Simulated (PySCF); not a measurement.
Compound: CH₇Ge₂NO.
Atom-mapped SMILES: `[O:1]=[CH:2][GeH2:3][NH:4][GeH3:5]` (hydrogens: H6 on C2; H7, H8 on Ge3; H9 on N4; H10, H11, H12 on Ge5)

Computed by this run: PBE0-D3(BJ)/def2-SVP geometry optimisation, gas phase (PySCF); density fitting, grid level 1; the optimiser is geomeTRIC in internal coordinates, started from a GFN2-xTB structure with every atom displaced at random (about 0.01 Å).

Geometry at step 0:
```
atom  x, y, z in Å
O1      2.7668    1.0916   -0.9622
C2      1.8865    0.8156   -0.1848
Ge3     1.0200   -0.9820   -0.0569
N4     -0.5743   -0.6212    0.6515
Ge5    -1.8288    0.5245   -0.0686
H6      1.4967    1.5783    0.5352
H7      1.0343   -1.6855   -1.3879
H8      1.7066   -1.8979    0.9473
H9     -1.0265   -1.3907    1.1735
H10    -2.4979   -0.0084   -1.2822
H11    -2.8592    0.7618    1.0173
H12    -1.0843    1.7855   -0.3913
```

Question: What forces act on the atoms?

Answer: 
```json
{"atom": "O1", "Fx (eV/Å)": "-0.331", "Fy (eV/Å)": "-0.100", "Fz (eV/Å)": "0.288"}
{"atom": "C2", "Fx (eV/Å)": "0.504", "Fy (eV/Å)": "-0.100", "Fz (eV/Å)": "-0.450"}
{"atom": "Ge3", "Fx (eV/Å)": "1.039", "Fy (eV/Å)": "0.069", "Fz (eV/Å)": "0.063"}
{"atom": "N4", "Fx (eV/Å)": "-1.838", "Fy (eV/Å)": "-0.328", "Fz (eV/Å)": "0.753"}
{"atom": "Ge5", "Fx (eV/Å)": "0.418", "Fy (eV/Å)": "-0.192", "Fz (eV/Å)": "0.902"}
{"atom": "H6", "Fx (eV/Å)": "-0.065", "Fy (eV/Å)": "0.169", "Fz (eV/Å)": "0.153"}
{"atom": "H7", "Fx (eV/Å)": "-0.038", "Fy (eV/Å)": "-0.213", "Fz (eV/Å)": "-0.725"}
{"atom": "H8", "Fx (eV/Å)": "0.324", "Fy (eV/Å)": "-0.129", "Fz (eV/Å)": "0.241"}
{"atom": "H9", "Fx (eV/Å)": "0.449", "Fy (eV/Å)": "0.508", "Fz (eV/Å)": "-0.333"}
{"atom": "H10", "Fx (eV/Å)": "-0.483", "Fy (eV/Å)": "-0.420", "Fz (eV/Å)": "-0.951"}
{"atom": "H11", "Fx (eV/Å)": "-0.314", "Fy (eV/Å)": "0.101", "Fz (eV/Å)": "0.280"}
{"atom": "H12", "Fx (eV/Å)": "0.333", "Fy (eV/Å)": "0.635", "Fz (eV/Å)": "-0.221"}
```

The largest, 2.01 eV/Å, acts on N4; the rms over all components is 0.534 eV/Å. The forces sum to zero within rounding, as they must for an isolated molecule in no field.

Question: Give the force on N4 in Eh/bohr and in nN.

Answer: 2.013 eV/Å ÷ 51.422 = 0.03915 Eh/bohr, and 2.013 eV/Å × 1.602 = 3.23 nN.

Question: How far is this geometry from the end of the optimisation?

Answer: 0.156 eV above it, and 0.324 Å rms away after alignment. The bonds farthest from their final lengths, with half the difference of the two atoms' forces along the bond (positive lengthens):

```csv
bond,now (Å),final (Å),force along bond (eV/Å)
Ge5–H10,1.485,1.545,+1.00
Ge3–N4,1.782,1.832,+1.38
Ge5–H12,1.500,1.541,+0.45
Ge3–H7,1.506,1.543,+0.41
Ge5–H11,1.516,1.541,+0.05
N4–H9,1.034,1.015,-1.09
```

The angle farthest from its final value is Ge5–N4–H9, 111.2° against 116.3°.

Of the 6 listed bonds off by 0.010 Å or more, this force points towards the final length in 6.

What follows is the cost of the whole optimisation. Time: 2.7 min; peak memory 0.54 GiB. Hardware: Arm Neoverse V1, one thread (shared host).
